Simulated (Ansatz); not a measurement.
Cartesian coordinates (Å):
SMILES: Bc1cc(C#N)c2ccsc2c1
```xyz
18

B      3.1202     0.3135    -1.0755
C      1.6675     0.1694    -0.5824
C      1.3835    -0.1533     0.7716
C      0.0762    -0.2893     1.2418
C     -0.1911    -0.6145     2.6071
N     -0.4335    -0.8793     3.7164
C     -1.0133    -0.1005     0.3437
C     -2.4167    -0.1859     0.5903
C     -3.1538     0.0638    -0.5381
S     -2.1915     0.4098    -1.9348
C     -0.7213     0.2225    -1.0112
C      0.5876     0.3563    -1.4719
H      4.0399     0.1520    -0.3094
H      3.3377     0.5886    -2.2320
H      2.2131    -0.2999     1.4679
H     -2.8510    -0.4223     1.5635
H     -4.2411     0.0637    -0.6289
H      0.7875     0.6053    -2.5184
```
Charge 0, multiplicity 1.

Computed with frozen-core CCSD(T)/cc-pVDZ // r2SCAN-D4/def2-SVP run with Ansatz (an electronic-structure program). The restricted HF reference is unstable towards unrestricted orbitals.

The HF energy comes out as -820.98775 Ha. The MP2 correlation energy comes out as -1.52178 Ha.

Estimate the CCSD correlation energy, the (T) correction, the total energy and the T1 diagnostic.


```yaml
CCSD correlation energy: -1.56965 Ha
"(T) correction": -0.07652 Ha
CCSD(T) total energy: -822.63392 Ha
T1 diagnostic: 0.014
```
